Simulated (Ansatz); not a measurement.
`O=C(S)[SeH]` + `N[SiH3]` → `O=C(S)N[SiH3]` + H₂Se  (substitution at a C–Se bond)

Program: Ansatz. Geometries: PBE0-D4/def2-TZVP. ΔE: electronic, gas phase. CCSD(T)/CBS adds triple-zeta CCSD(T) − MP2 to the extrapolated MP2 energy (def2 sets, frozen cores). This one scheme is used for every species. DFT in def2-TZVPP. B3LYP here is the variant with VWN-RPA as its local correlation; programs differ in this. For Se outer-core shells are correlated without core-valence functions, which leaves a few kJ/mol of doubt a bond. Scalar relativity is left out up to krypton. Each species was taken in one conformer, which may not be the lowest.

```csv
level,ΔE (eV)
B3LYP,-0.42
CCSD/def2-TZVPP,-0.51
```

(1) What does CCSD(T)/CBS give? (An estimate is asked.)

Largest T1 diagnostic among the species: 0.015.

Results:

(1) Computed: -0.44 eV. The listed levels differ from it by 0.02, -0.07 eV.

In def2-TZVPP, CCSD(T) changes the Hartree–Fock value by +0.19 eV (the triples alone add +0.04 eV) and MP2 by +0.24 eV. From PBE to PBE0 (25 % exact exchange), in def2-TZVPP and without D4, ΔE moves by −0.10 eV.
